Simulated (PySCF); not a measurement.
C₃H₄O₂Si, SMILES O=C1OC(=C)[SiH2]1.

Geometry: PBE0-D3(BJ)/def2-SVP. The structure was generated by enumeration, and PubChem lists no compound with its InChIKey, so it may never have been made.

Two levels are set side by side: PBE/def2-TZVP (PySCF) and ωB97X/def2-TZVP (PySCF). Same geometry, gas phase. Differences are taken from unrounded values.

```csv
quantity,ωB97X
orbital gap (eV),10.96
highest occupied level (eV),-9.89
lowest empty level (eV),1.08
dipole moment (D),3.95
mean polarisability (bohr³),65.9
```

Q: What does PBE give, and how far is it from ωB97X? (Estimate from the structure and the level; the computed values follow.)

A: 
```json
[
 {"quantity": "orbital gap (eV)", "PBE": "4.26", "PBE minus ωB97X": "-6.71"},
 {"quantity": "highest occupied level (eV)", "PBE": "-6.44", "PBE minus ωB97X": "3.45"},
 {"quantity": "lowest empty level (eV)", "PBE": "-2.19", "PBE minus ωB97X": "-3.26"},
 {"quantity": "dipole moment (D)", "PBE": "3.43", "PBE minus ωB97X": "-0.53"},
 {"quantity": "mean polarisability (bohr³)", "PBE": "69.3", "PBE minus ωB97X": "3.4"}
]
```

Without exact exchange PBE keeps part of each electron's self-repulsion, which lifts occupied levels and narrows the gap. Loosely held outer electrons make PBE densities more polarisable. Differences between two approximate levels are no errors against the true value.

Rough cost on one machine, each run with all the roots and properties that it gave: ωB97X against PBE within a factor of 2.
